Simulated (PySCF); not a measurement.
CH₅FOSi₂, SMILES [Si@H]1([SiH2]OC1)F.

Geometry optimised at B3LYP-D3(BJ)/def2-SVP. The structure was generated by enumeration; whether it is a known compound was not checked.

Level of theory: PBE/def2-TZVP (PySCF).

Gas-phase values at a fixed geometry.

Computed frontier levels, gap, dipole moment and polarisability:
```yaml
highest_occupied_level: -6.59 eV
lowest_empty_level: -1.64 eV
orbital_gap: 4.96 eV
dipole_moment: 0.78 D
quadrupole, principal values (traceless, Buckingham form, about the centre of nuclear charge): -8.23, 1.93, 6.30 D·Å
mean_static_polarisability: 67.9 bohr³ (10.06 Å³)
polarisability_principal_values: 59.0, 64.0, 80.6 bohr³
```
